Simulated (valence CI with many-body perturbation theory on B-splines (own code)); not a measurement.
## Questions on Pr XXVII

Method: configuration interaction combined with many-body perturbation theory (CI+MBPT): five valence electrons over a frozen Dirac-Fock core [Ar] 3d10, radial functions for each j: 9 s, 9 p, 8 d, 6 f, 3 g, 1 h, with the one-electron correlation potential Σ1 (screened to all orders), the two-electron term Σ2, the three-electron term Σ3, Breit, model QED; selected single and double excitations, second order for the rest (own B-spline code, finite nucleus).

The last digits are not significant, and no measured levels were compared; by estimate large intervals hold to a few tenths of a per cent, small ones and those within an open d or f shell to about a per cent. Among the levels kept, up to 270 cm⁻¹ of a level comes from second order outside the variational space, and about a tenth of that is noise between levels of different J, which matters for small intervals.

Levels are named by their leading jj configuration (3d3/2^4 stands for four electrons in 3d with j = 3/2), which in mixed levels can hold well under half, so a name can repeat and another be missing.

Rates and lifetimes use the calculated energies. Strong lines usually hold to 10 to 20 %, long lifetimes can be off by a factor of two.

Q: What is the ground level?

A: (4s^2 4p1/2^2 4p3/2) J=3/2, composition 41 % 4s²4p³ ²P° + 34 % 4s²4p³ ⁴S° + 23 % 4s²4p³ ²D°, g = 1.435.

Q: Where does the other parity begin?

A: At (4s 4p1/2^2 4p3/2^2) J=5/2, 678920 cm⁻¹.

Q: Name the longest-lived excited levels whose lifetime is computed, and their main decay.

A: (4s^2 4p1/2 4p3/2^2) J=5/2 at 219310 cm⁻¹ lives 34.9 μs, mostly by M1 to (4s^2 4p1/2^2 4p3/2) J=3/2; (4s^2 4p1/2 4p3/2^2) J=1/2 at 258020 cm⁻¹ lives 7.61 μs, mostly by M1 to (4s^2 4p1/2^2 4p3/2) J=3/2; (4s^2 4p1/2 4p3/2^2) J=3/2 at 189010 cm⁻¹ lives 6.99 μs, mostly by M1 to (4s^2 4p1/2^2 4p3/2) J=3/2. The lifetime of (4s^2 4p1/2 4p3/2 4d5/2) J=9/2 is too uncertain to give, and may be longer.

Q: How well does LS coupling describe the low levels?

A: Among the lowest 20 levels the leading LS term, summed over configurations, holds 56 % on average. For single configurations the figures are 51 % in LS and 81 % in jj coupling. Terms mix most in the J = 5/2 level at 899830 cm⁻¹, where the leading one holds 31 %.

Q: What are the static dipole polarisabilities of the lowest levels?

A: (4s^2 4p1/2^2 4p3/2) J=3/2 0.126 (tensor 0.0077); (4s^2 4p1/2 4p3/2^2) J=3/2 0.135 (tensor 0.0026); (4s^2 4p1/2 4p3/2^2) J=5/2 0.135; (4s^2 4p1/2 4p3/2^2) J=1/2 0.134 bohr³, of which the core gives 0.00703.

Q: What is the ionisation energy?

A: 920.98 eV; NIST lists 920 ± 4 eV (theoretical).

Q: Among levels below 1552400 cm⁻¹, which E1 lines absorb most strongly from the ground level?

A: to (4s^2 4p1/2 4p3/2 4d3/2) J=5/2 at 8.835 nm, f = 0.551; to (4s^2 4p1/2 4p3/2 4d3/2) J=3/2 at 8.765 nm, f = 0.293; to (4s^2 4p1/2 4p3/2 4d5/2) J=3/2 at 9.049 nm, f = 0.292.
